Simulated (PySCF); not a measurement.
# Worked example: oscillator strength and radiative lifetime

C₂H₄FNOSi, SMILES F[SiH2]/C=N/C=O.

The structure is a stationary point at B3LYP-D3(BJ)/def2-SVP. The structure was generated by enumeration; whether it is a known compound was not checked. One conformer was computed; it need not be the lowest.

TDDFT-M06-2X/def2-SVPD (PySCF 2.14.0) puts the first singlet state with f over 0.02 at 6.24 eV (vertical), with the transition dipole (-0.320, 0.144, -0.122) in atomic units.

Question: Find the oscillator strength, the wavelength and the radiative lifetime that this transition would have in vacuum if emission retraced absorption.

Answer: 
|μ|² = 0.1380 au, so |μ| = 0.94 D. ΔE = 6.24/27.211 = 0.2293 hartree. f = (2/3) ΔE |μ|² = 0.021 (the program prints 0.021).
λ = 1239.84/6.24 = 199 nm; ν = 50329 cm⁻¹.
Einstein's coefficient A = 0.6670 ν² f s⁻¹ (ν in cm⁻¹) = 3.6e7 s⁻¹, so τ = 1/A = 28 ns. This state is S3; the lower singlets have f = 0.005, 0.001. The figure is the radiative limit of this one transition; relaxation, internal conversion, crossing to triplets and a medium change what is measured.
